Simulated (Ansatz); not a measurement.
Consider the ligand exchange at the Si–C bond: `OBC[SiH3]` + `N[SiH2]S` → `[SiH3]N[SiH2]S` + `CBO`.

Program: Ansatz. Geometries: PBE0-D4/def2-TZVP. ΔE: electronic, gas phase. CCSD(T)/CBS is the MP2 limit (def2-TZVPP, def2-QZVPP) plus CCSD(T) − MP2 in def2-TZVPP, frozen cores. Functionals use def2-TZVPP. Each species was taken in one conformer, which may not be the lowest.

**Question.** Is it downhill or uphill in electronic energy at CCSD(T)/CBS, and by how much? (Estimate.)

**Answer.** The calculation gave: Downhill: ΔE = -12.3 kcal/mol.

**Question.** What do these levels give: PBE0-D4, PBE0, HF/def2-TZVPP, MP2/def2-QZVPP, MP2/CBS(def2), CCSD/CBS(def2)? (Best estimate.)

**Answer.** Computed: PBE0-D4 -11.0, PBE0 -10.7, HF/def2-TZVPP -14.3, MP2/def2-QZVPP -12.6, MP2/CBS(def2) -12.5, CCSD/CBS(def2) -12.5 kcal/mol.

Largest T1 diagnostic among the species: 0.012.

In def2-TZVPP, CCSD(T) changes the Hartree–Fock value by +1.9 kcal/mol (the triples alone add +0.2 kcal/mol) and MP2 by +1.7 kcal/mol.
